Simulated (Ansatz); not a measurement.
C2H6F2OSi can be A, `FCOC(F)[SiH3]`, or B, `OC(F)([SiH3])CF`.

Calculated with Ansatz (gas phase, PBE0-D4/def2-TZVP geometries, no zero-point term in ΔE). CCSD(T)/CBS is the MP2 limit (def2-TZVPP, def2-QZVPP) plus CCSD(T) − MP2 in def2-TZVPP, frozen cores. DFT in def2-TZVPP. B3LYP here is the variant with VWN-RPA as its local correlation; programs differ in this. Each species was taken in one conformer, which may not be the lowest.

Q: Which isomer does CCSD(T)/CBS put lower? Give the gap. (Best estimate.)

A: Computed: B, by 6.7 kcal/mol.

Q: Give E(B) − E(A) in kcal/mol with HF/def2-TZVPP, CCSD(T)/def2-TZVPP, B3LYP, B3LYP-D4, CCSD/def2-TZVPP, ωB97M-V, PBE0-D4. (Best estimate.)

A: Computed: HF/def2-TZVPP -2.9, CCSD(T)/def2-TZVPP -5.8, B3LYP -4.5, B3LYP-D4 -5.3, CCSD/def2-TZVPP -5.6, ωB97M-V -6.4, PBE0-D4 -6.2. None reverses the order clearly.

Largest T1 diagnostic: 0.012.

The D4 term adds −0.8 kcal/mol with B3LYP and −0.4 kcal/mol with PBE0; it sums over pairs of atoms, weighted by their polarisabilities, and B3LYP, whose exchange is more repulsive, gets the larger term. In def2-TZVPP, CCSD(T) changes the Hartree–Fock value by −2.9 kcal/mol (the triples alone add −0.2 kcal/mol) and MP2 by −3.6 kcal/mol.
